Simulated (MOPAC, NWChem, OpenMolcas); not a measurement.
**How methods differ on InHF2 (SMILES [F][InH][F])**

InHF2 has 4 atoms, charge 0, and is taken as a singlet. SMILES: `[F][InH][F]`. Geometry: relaxed at PBE0-D4/def2-TZVP.

Quantity: the dipole moment, in D. The values are calculated.

| level | kind | program | value (D) | CPU time |
| --- | --- | --- | --- | --- |
| AM1 | semi-empirical | MOPAC | 3.78 | under 2 s |
| PM3 | semi-empirical | MOPAC | 2.69 | under 2 s |
| HF/def2-TZVP (core potential) | Hartree–Fock | NWChem | 3.82 | 33 s |
| SVWN5/def2-TZVP (core potential) | LDA | OpenMolcas | 3.48 | 53 s |
| revPBE/def2-TZVP (core potential) | GGA | OpenMolcas | 3.26 | 55 s |
| r2SCAN/def2-TZVP (core potential) | meta-GGA | OpenMolcas | 3.44 | 58 s |
| PBE0/def2-TZVP (core potential) | global hybrid | NWChem | 3.54 | 22 s |

The values span 2.69 to 3.82 D. Magnitudes only. Times are those of the runs behind each value, whatever else they computed, on shared processors of several kinds: orders of magnitude only.
